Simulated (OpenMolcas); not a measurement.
## Ru4+ in a point-charge field

Ru4+ among 8 point charges of -0.78 e arranged as a cube (Oh), 2 Å from the ion.

```
Program             : OpenMolcas
Method              : SS-CASPT2, IPEA 0.25 Eh, imaginary shift 0.1 Eh (closed shells correlated: 4s 4p)
Basis               : ANO-RCC-VDZP [6s5p3d1f]
Scalar Hamiltonian  : DKH2, point nucleus
Active space        : 4 electrons in 5 orbitals (4d)
State averaging     : 2S+1 = 5 even, 5 roots; 2S+1 = 3 even, 45 roots; 2S+1 = 1 even, 50 roots
Spin-orbit coupling : RASSI with atomic mean-field integrals over the reference wave functions
```

The lowest spin-free states (labels of O, the rotations of Oh), above the lowest:

| State | Degeneracy | E (cm-1) | Free-ion L (%) |
| --- | --- | --- | --- |
| 5T2 | 3 | 0 | D (100) |
| 5E | 2 | 2840 | D (100) |
| 3T1 | 3 | 17210 | H (74) |
| 3T2 | 3 | 18350 | H (87) |
| 3T1 | 3 | 19030 | H (70) |
| 3T1 | 3 | 20320 | P (67) |
| 3E | 2 | 20470 | H (95) |
| 3T2 | 3 | 20660 | G (59) |
| 3A2 | 1 | 22320 | F (100) |
| 3T2 | 3 | 22430 | F (58) |
| 3T1 | 3 | 22580 | F (44) |
| 3E | 2 | 23510 | G (94) |
| 1A1 | 1 | 24520 | I (55) |
| 3A1 | 1 | 24890 | G (100) |
| 1T1 | 3 | 25760 | I (72) |
| 3T1 | 3 | 25880 | G (62) |
| 3T2 | 3 | 27300 | D (97) |
| 1T2 | 3 | 27580 | I (97) |
| 1E | 2 | 28250 | G (56) |
| 1A1 | 1 | 28350 | G (46) |

The lowest levels with spin-orbit coupling:

| E (cm-1) | Degeneracy | Label | 2S+1 |
| --- | --- | --- | --- |
| 0 | 1 | A1 | 5 |
| 430 | 3 | T1 | 5 |
| 910 | 3 | T2 | 5 |
| 1540 | 2 | E | 5 |
| 1890 | 3 | T1 | 5 |
| 2500 | 3 | T2 | 5 |
| 4540 | 1 | A2 | 5 |
| 4740 | 3 | T2 | 5 |
| 4890 | 2 | E | 5 |
| 4970 | 3 | T1 | 5 |
| 5040 | 1 | A1 | 5 |
| 16440 | 1 | A1 | 3 |
| 18170 | 3 | T1 | 3 |
| 18230 | 2 | E | 3 |
| 18880 | 3 | T2 | 3 |
| 19160 | 3 | T1 | 3 |
| 19610 | 3 | T2 | 3 |
| 19620 | 1 | A1 | 3 |
| 19740 | 1 | A2 | 3 |
| 20100 | 3 | T1 | 3 |

Powder χT (cm3 K/mol): 0.00632 at 2 K, 0.0316 at 10 K, 0.158 at 50 K, 0.317 at 100 K, 0.626 at 200 K, 0.867 at 300 K. The effective moment at 300 K is 2.828 √(χT) = 2.63 μB.

The lowest level has 2S+1 = 5, for which the spin-only value is χT = S(S+1) / 2 = 3.000 cm3 K/mol (g = 2). The computed 0.867 at 300 K differs by -2.133, through orbital momentum, spin-orbit coupling and any other state in reach. With a threefold ground state the orbital momentum is unquenched, so the spin-only value is not expected to hold.

Roots that are degenerate in the reference are averaged as groups; the widest CASPT2 spread within a group is 220 cm-1 (the 3-fold group of multiplicity 1 near 70600 cm-1 above the lowest state of its run). Shifts and gaps below about the spread of the groups concerned are not significant. An orbital triplet at a regular site is open to Jahn-Teller coupling, which can distort the site and quench the lowest spin-orbit gaps and is left out. Point charges give a weaker field than real ligands, and real ions of this kind are as a rule low spin; the high spin found here belongs to the model. The ground term spreads over less than 5000 cm-1, several times less than with real ligands, so orbital moments are less quenched and χT lies further from the spin-only value than at real sites. Free-ion shares, where given, are those of the reference states; single-state CASPT2 does not remix them. This is an electrostatic model: the charges have no orbitals. No measured value stands beside these numbers.
